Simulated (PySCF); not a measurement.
C₂H₈BNO, SMILES CCOBN.

The structure is a stationary point at B3LYP-D3(BJ)/def2-SVP. The structure was generated by enumeration, and PubChem lists no compound with its InChIKey, so it may never have been made. The values are those of a single conformer.

The numbers are results of CAM-B3LYP/def2-TZVP in PySCF, not measurements.

Gas-phase values at a fixed geometry.

Question: Estimate the frontier levels, gap, dipole moment and polarisability. (The exact figures need the calculation; the answer reports its results.)

Answer: 
| Quantity | Value |
|---|---|
| highest occupied level | -8.87 eV |
| lowest empty level | 2.02 eV |
| orbital gap | 10.89 eV |
| dipole moment | 0.35 D |
| quadrupole, principal values (traceless, Buckingham form, about the centre of nuclear charge) | -5.22, -3.24, 8.46 D·Å |
| mean static polarisability | 51.9 bohr³ (7.69 Å³) |
| polarisability, principal values | 44.0, 47.8, 64.0 bohr³ |
